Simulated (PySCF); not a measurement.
**Predicted spectroscopic data**

PySCF 2.14 calculation with GIAO PBE0/pcSseg-1 shieldings and GFN2-xTB geometry; rapidly exchanging positions averaged, gas phase, relativity neglected, one computed conformer.

Shifts are taken against calculated references (same method and geometry level): TMS for 1H (σ = 31.72 ppm) and 13C (σ = 186.93 ppm). Splittings of carbon signals by F and P are missing where no couplings were computed. Where no couplings were computed, multiplicities follow the n + 1 count of equivalent neighbours, and m marks all less simple cases (inequivalent or close neighbours, rings, F or P nearby). Shifts are as computed. Against solution values, carbons near 30 ppm lie about +3 ppm off and those near 130 ppm about +5 ppm. Of 1309 compounds with measured shifts, 239 miss one by over three times the rms of a fit or turn the order of signals round; such compounds aren't used in these exercises.

**1.** SMILES C[C@H]1CC[Si]1(P)P, C$_{4}$H$_{12}$P$_{2}$Si. 1H NMR (600 MHz, computed): δ 2.44 (m, 1H), 1.97 (m, 1H), 1.67 (m, 1H), 1.49 (m, 1H), 1.33 (m, 1H), 1.32 (m, 2H), 1.22 (m, 2H), 1.16 (d, 3H). 13C{1H} NMR (computed): δ 36.3 (CH), 29.8 (CH2), 21.9 (CH3), 21.4 (CH2).

**2.** `O=CO[SiH2]CC(F)=C(F)F`, C$_{4}$H$_{5}$F$_{3}$O$_{2}$Si. 1H NMR (600 MHz, computed): δ 8.06 (s, 1H), 5.23 (t, 2H), 2.28 (m, 2H). 13C{1H} NMR (computed): δ 166.4 (C), 165.3 (CH), 135.2 (C), 15.9 (CH2).
